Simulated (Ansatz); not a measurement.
SnHMe2(NHiPr) (C₅H₁₅NSn): single points at one geometry.

```yaml
crystal:
  periodic: [false, false, false]
  atoms:
    - {symbol: C, position_ang: [2.431268, 0.677208, -0.878492]}
    - {symbol: C, position_ang: [-0.211390, 3.083803, -0.785601]}
    - {symbol: C, position_ang: [-1.046378, -1.472329, 0.063561]}
    - {symbol: C, position_ang: [-1.760353, -1.405538, 1.424982]}
    - {symbol: C, position_ang: [0.301387, -2.188052, 0.183741]}
    - {symbol: N, position_ang: [-0.874023, -0.172043, -0.586428]}
    - {symbol: Sn, position_ang: [0.542960, 1.223183, 0.036926]}
    - {symbol: H, position_ang: [0.724801, 1.340318, 1.773110]}
    - {symbol: H, position_ang: [2.244199, 0.398729, -1.933856]}
    - {symbol: H, position_ang: [2.883651, -0.185059, -0.352438]}
    - {symbol: H, position_ang: [3.134605, 1.531988, -0.844355]}
    - {symbol: H, position_ang: [-1.123921, 3.407132, -0.248607]}
    - {symbol: H, position_ang: [-0.452444, 2.939542, -1.856727]}
    - {symbol: H, position_ang: [0.555436, 3.877387, -0.694862]}
    - {symbol: H, position_ang: [-1.784743, 0.294629, -0.688303]}
    - {symbol: H, position_ang: [-1.684444, -2.092917, -0.613774]}
    - {symbol: H, position_ang: [-1.152290, -0.833798, 2.158392]}
    - {symbol: H, position_ang: [-1.944897, -2.416441, 1.846923]}
    - {symbol: H, position_ang: [-2.742151, -0.896300, 1.331696]}
    - {symbol: H, position_ang: [0.970796, -1.656043, 0.896100]}
    - {symbol: H, position_ang: [0.175840, -3.220481, 0.566442]}
    - {symbol: H, position_ang: [0.812090, -2.234900, -0.798420]}
basis:
  gaussian: {orbitals: def2-TZVP, initial_orbitals: start.molden}
hamiltonian: {xc: {name: wB97M-V}}
scf: {omitted_lower_state_checks: [starts]}
output: {orbitals: {seedname: orbitals}}
```

The file start.molden holds the orbitals of an earlier run on this structure, at another level or in another basis.

```sh
$ ansatz run in.yaml --threads 4 --pin off --events-out ev --progress --plain --max-ram 4787MiB
```

Output, abridged:

```
Functional definition: wB97M-V
  name "wB97M-V"
  cite "Mardirossian & Head-Gordon, J. Chem. Phys. 144, 214110 (2016) doi:10.1063/1.4952647"
  cite "Becke, J. Chem. Phys. 107, 8554 (1997) doi:10.1063/1.475007"
  cite "Vydrov & Van Voorhis, J. Chem. Phys. 133, 244103 (2010) doi:10.1063/1.3521275"
  # Of w^i u^j: cxij and so on, Table III.
  parameter omega = 0.3/bohr
  parameter cx = 0.15
  parameter cx01 = 1.007
  parameter cx10 = 0.259
  parameter css00 = 0.443
  parameter css04 = -1.437
  parameter css10 = -4.535
  parameter css20 = -3.390
  parameter css43 = 4.278
  parameter cos00 = 1.000
  parameter cos10 = 1.358
  parameter cos20 = 2.924
  parameter cos21 = -8.812
  parameter cos60 = -1.390
  parameter cos61 = 9.142
  parameter b = 6.0
  parameter c = 0.01
  gx(w, u) = 1 - cx + cx01*u + cx10*w
  gss(w, u) = css00 + css04*u^4 + css10*w + css20*w^2 + css43*w^4*u^3
  gos(w, u) = cos00 + cos10*w + (cos20 + cos21*u)*w^2 + (cos60 + cos61*u)*w^6
  exchange = spin_sum(e_x_unif_sr(omega)*gx(b97_w, b97_u_x)) + cx*exact_x_sr(omega) + exact_x_lr(omega)
  correlation = spin_sum(e_c_pw_mod_same_spin*gss(b97_w, b97_u_same))
      + integral(e_c_pw_mod_opposite_spin*gos(b97_w_opposite, b97_u_opposite)) + vv10(b, c)
these checks for a lower state are left out or cut short: starts
2147 factors; their error is unknown
621 factors; integrals over basis functions are off by at most 8.8e-6 eV
mean field evaluation 1: about -12748.4178 eV, gradient 1.2e1 eV
mean field evaluation 2: about -12748.5554 eV, gradient 1.6e-1 eV
mean field evaluation 4: about -12748.5669 eV, gradient 6.1e-4 eV
mean field -12748.56686860 eV, -468.5011911320 hartree, gradient 1.9e-5 eV, S^2 0.000000; 0 other end points of the search recorded, 0 dependent functions left out
reference -12748.56694003 eV, -468.5011937572 hartree; 37, 37 occupied and 289, 289 virtual orbitals, 2147 factors
Total energy: -12748.56694003 eV, -468.5011937572 hartree
Checks for a lower state left out: starts
```

Hardware: 4 threads of Intel Xeon 6975P-C on a shared host. Wall time 11 s, peak host memory 1.5 GiB.

As the first input, with `hamiltonian: {xc: pbe0, dispersion: d4}` (abridged; 5.5 s):

```
Functional definition: PBE0
mean field -12745.57658238 eV, -468.3913001405 hartree, gradient 1.9e-5 eV, S^2 0.000000
Total energy: -12746.02973698 eV, -468.4079532649 hartree
Checks for a lower state left out: starts
```

As the first input, with `gaussian: {orbitals: def2-SVP, initial_orbitals: start.molden}`, `hamiltonian: {xc: pbe0, dispersion: d4}` (abridged; 2.2 s):

```
Functional definition: PBE0
mean field -12737.77346938 eV, -468.1045410269 hartree, gradient 1.1e-5 eV, S^2 0.000000
Total energy: -12738.22661600 eV, -468.1211938578 hartree
Checks for a lower state left out: starts
```

First input, but with `hamiltonian: {xc: r2scan, dispersion: d4}` (abridged; 5 s):

```
Functional definition: r2SCAN
mean field -12751.87147857 eV, -468.6226333087 hartree, gradient 9.4e-6 eV, S^2 0.000000
Total energy: -12752.01546446 eV, -468.6279246925 hartree
Checks for a lower state left out: starts
```

As the first input, with `correlation: {method: mp2}` and without the key `hamiltonian` (abridged; 7 s):

```
Functional definition: HF
mean field -12679.11599925 eV, -465.9489187591 hartree, gradient 3.2e-6 eV, S^2 0.000000
10 core orbitals not correlated: weight in the atoms' cores, before any rotation towards them, 1.000 or more for the frozen orbitals, at most 0.000 for the correlated occupied ones
second order -38.21940974 eV of doubles, -0.00000000 eV of singles
Total energy: -12717.33540900 eV, -467.3534561610 hartree
Checks for a lower state left out: starts
```

As the first input, with `gaussian: {orbitals: def2-SVP, initial_orbitals: start.molden}`, `hamiltonian: {xc: pbe, dispersion: d4}` (abridged; 1.8 s):

```
Functional definition: PBE
mean field -12736.08585811 eV, -468.0425224566 hartree, gradient 2.2e-5 eV, S^2 0.000000
Total energy: -12736.61273217 eV, -468.0618847209 hartree
Checks for a lower state left out: starts
```

As the first input, with `hamiltonian: {xc: pbe}`, `correlation: {method: rpa}` and without the key `output` (abridged; 11 s):

```
Functional definition: PBE
mean field -12744.12857493 eV, -468.3380868480 hartree, gradient 4.8e-6 eV, S^2 0.000000
10 core orbitals not correlated: weight in the atoms' cores, before any rotation towards them, 1.000 or more for the frozen orbitals, at most 0.000 for the correlated occupied ones
Total energy: -12738.61316827 eV, -468.1353993917 hartree
Checks for a lower state left out: starts
```

Geometry: PBE-D4/def2-SVP.

In the def2 sets Sn takes a core potential; there is no spin–orbit coupling. Correlated methods freeze 10 core orbitals; core or outer-core shells of Sn are correlated, in sets that lack core-valence functions.
